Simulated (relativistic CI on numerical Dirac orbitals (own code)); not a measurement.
Calculated at this level of theory: Dirac-Coulomb-Breit CI, separate exchange-only KLI orbitals for each configuration, model QED (radiative potential, 1s self-energy scaled to tabulated hydrogen-like ionisation energies), unscaled Slater integrals (own radial code, finite nucleus).

The strongest absorption lines from the ground level of an ion, among the configurations computed and to levels below about 209 eV (vacuum wavelength in Å, gf): 63.553 (0.69), 121.29 (0.66), 126.43 (8.1), 127.27 (0.72), 130.45 (4.2), 130.52 (2.1), 132.63 (0.77), 133.87 (0.59).

Q: Which ion is it?
A. Cs XXII
B. Sb XVIII
C. Sb XVI
D. In XVI

A: B. Sb XVIII has 34 electrons and the ground level 4s²4p⁴ ³P2; the strongest line goes to 4s²4p³4d ³D°3. The pattern of lines fixes the number of electrons, and along that sequence the line energies rise steadily with the charge (about as its square where n changes within one kind of shell, about linearly where n is kept but much faster in heavy ions where fine structure, which grows about as Z⁴, sets the gap, and irregularly where shells cross), which fixes Z. Configurations outside the model, such as inner-shell arrays, can give stronger lines. At this charge energies of transitions that change n are usually good to better than 1 %, and those within a shell (Δn = 0) to a few per cent.

LS names give the leading component of a level, which can be under half, so a name can repeat, a term be missing and a line seem to break the LS rules.
